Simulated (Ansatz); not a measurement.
Isolated molecules relaxed with PBE0-D4/def2-TZVP in Ansatz; ΔE leaves out vibrations. CBS: MP2 limit from def2 TZ/QZ plus the TZ coupled-cluster correction, frozen cores. This one scheme is used for every species. One conformer a species, not always the lowest.

Reaction (substitution at a C–O bond): `CO[Si](N)(F)Cl` + `FB(F)S` → `CSB(F)F` + `N[Si](O)(F)Cl`

```tsv
species	CCSD/CBS(def2) energy (Eh)
`CO[Si](N)(F)Cl`	-1019.75178
`FB(F)S`	-622.87835
`CSB(F)F`	-662.12823
`N[Si](O)(F)Cl`	-980.51905
```

Work out ΔE.

ΔE = (-662.12823) + (-980.51905) − (-1019.75178) − (-622.87835) = -0.01715 Eh = -0.47 eV. CCSD(T)/CBS gives -0.49 eV.

What do rigid-rotor, harmonic-oscillator terms from PBE0-D4/def2-TZVP frequencies (298.15 K, 1 bar) make of the CCSD(T)/CBS value? (Best estimate.)

Computed: ΔZPE = +0.04 eV, ΔH = -0.45 eV, ΔS = -7 J/(mol·K), ΔG = -0.43 eV.

Largest T1 diagnostic among the species: 0.013.

In def2-TZVPP, CCSD(T) changes the Hartree–Fock value by −0.10 eV (the triples alone add −0.02 eV) and MP2 by −0.16 eV. At CCSD(T), def2-SVP lies +0.25 eV from the extrapolated value and def2-TZVPP +0.04 eV.
